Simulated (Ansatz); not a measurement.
One change: `C=C1O[SiH]1OC` becomes `C=C1O[SiH2]1`.

Ansatz, PBE0-D4/def2-TZVP geometries, multiplicity 1. Each molecule was computed in one conformer, which needn't be the lowest.

| property | `C=C1O[SiH]1OC` |
| --- | --- |
| LUMO energy (B3LYP/def2-TZVPP) / eV | -0.28 |
| LUMO energy (ωB97M-V/def2-TZVPP) / eV | 1.74 |
| ideal-gas entropy at 298 K and 1 bar (rigid rotor, harmonic PBE0-D4/def2-TZVP) / J/(mol·K) | 358 |
| zero-point energy (PBE0-D4/def2-TZVP) / kJ/mol | 227.9 |
| HOMO–LUMO gap (PBE0/def2-TZVPP) / eV | 6.73 |
| size of the dipole moment (ωB97M-V/def2-TZVPP) / D | 3.30 |

(1) What does the change do to each property? (An estimate is asked.)

## Answers

(1) Ansatz gave: 
| property | `C=C1O[SiH2]1` | shift |
| --- | --- | --- |
| LUMO energy (B3LYP/def2-TZVPP) / eV | -1.18 | -0.90 |
| LUMO energy (ωB97M-V/def2-TZVPP) / eV | 0.82 | -0.92 |
| ideal-gas entropy at 298 K and 1 bar (rigid rotor, harmonic PBE0-D4/def2-TZVP) / J/(mol·K) | 286 | -72 |
| zero-point energy (PBE0-D4/def2-TZVP) / kJ/mol | 136.0 | -91.9 |
| HOMO–LUMO gap (PBE0/def2-TZVPP) / eV | 5.99 | -0.74 |
| size of the dipole moment (ωB97M-V/def2-TZVPP) / D | 2.13 | -1.17 |

With PBE0 the HOMO falls by 0.12 eV and the LUMO falls by 0.87 eV, so the gap narrows by about 0.75 eV. PBE moves the HOMO by -0.14 eV and ωB97M-V by -0.13 eV. The zero-point energy changes by -91.9 kJ/mol with -12 modes. Dipoles are sizes alone; their direction can turn. Modes under 60 cm⁻¹, often nearly free rotors, make the harmonic entropy too high.

Positive LUMOs are unbound, so they and the gaps depend on the basis.

B3LYP here is the variant with VWN-RPA as its local correlation; programs differ in this.
